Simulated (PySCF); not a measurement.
Working out the electron affinity of Tl

Tl⁻ [Xe] 4f14 5d10 6s2 6p2 (3P) → Tl [Xe] 4f14 5d10 6s2 6p1 (2P). Calculation: PySCF 2.14, in aug-cc-pVTZ-PP with one added diffuse shell each of d, f type with ECP60MDF (6s5p5d3f, 67 functions); scalar relativity through the core potential. Frozen: 5s2 5p6 5d10. Energies in hartree (1 hartree = 27.21139 eV):

```csv
part,Tl⁻ (lower),Tl (upper)
UHF,-171.514875,-171.515188
MP2 opposite-spin,-0.027410,-0.024050
MP2 same-spin,-0.008196,-0.002250
```

What does Hartree-Fock give?

(-171.515188) − (-171.514875) = -0.000313 hartree = -0.009 eV.

What do MP2 and SCS-MP2 (6/5 opposite-spin, 1/3 same-spin) give?

The opposite-spin parts differ by 0.091 eV and the same-spin parts by 0.162 eV. MP2: -0.009 + (0.091) + (0.162) = 0.244 eV. SCS-MP2: -0.009 + 1.2 × (0.091) + (0.162)/3 = 0.154 eV.

Reference: 0.320 eV (measured; photodetachment measurements, as compiled on the Wikipedia data page of electron affinities), between the lowest levels; spin-orbit coupling is absent from the calculation.

What remains against the reference includes basis incompleteness, the frozen core and correlation beyond second order.
